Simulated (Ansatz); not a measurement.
CH2N (SMILES C#[NH+]) moved off its minimum; all values from Ansatz (a quantum-chemistry and plane-wave program), cores frozen in correlated methods.
(charge 1, multiplicity 1)
```xyz
4

C     -0.0061     0.0039    -0.5722
N      0.0092     0.0277     0.4707
H     -0.0573     0.0186    -1.6303
H      0.0254     0.0120     1.5560
```

### Question
Give the forces (eV/Å), the total energy and the dipole at CCSD(T)/aug-cc-pVTZ.

### Answer

| atom | Fx | Fy | Fz |
|---|---|---|---|
| C1 | -0.379 | -0.202 | -16.886 |
| N2 | 0.357 | 0.178 | 20.175 |
| H3 | 0.050 | -0.067 | -0.673 |
| H4 | -0.027 | 0.091 | -2.616 |
Energy -93.5290 hartree.
